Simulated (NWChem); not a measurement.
# CH3BO3; SMILES B(C=O)(O)O

```xyz
8

O      0.1386    -1.8817     0.0000
C     -0.6386    -0.9485     0.0000
B     -0.0271     0.5408     0.0000
O      1.3202     0.6222     0.0000
O     -0.8376     1.6195     0.0000
H     -1.7427    -1.1432     0.0000
H      1.6749    -0.2819     0.0000
H     -0.3481     2.4508     0.0000
```
Atoms are numbered in this order, from 1.

All runs: NWChem. Pople sets run with spherical d functions. All runs use the structure optimised with PBE0/def2-SVP. Vzz is the largest principal value of the second derivative of the potential at the nucleus (NWChem prints the opposite sign); η is the asymmetry. Non-relativistic.

### Question
Predict the results for Hartree-Fock/6-31G*. Quantities: Vzz O1 (a.u.); η O1; Vzz B3 (a.u.); η B3; Vzz O4 (a.u.); η O4; Vzz O5 (a.u.); η O5.

### Answer
```json
{
  "Vzz O1 (a.u.)": "-2.163",
  "η O1": "0.59",
  "Vzz B3 (a.u.)": "0.363",
  "η B3": "0.20",
  "Vzz O4 (a.u.)": "1.219",
  "η O4": "0.29",
  "Vzz O5 (a.u.)": "1.339",
  "η O5": "0.24"
}
```
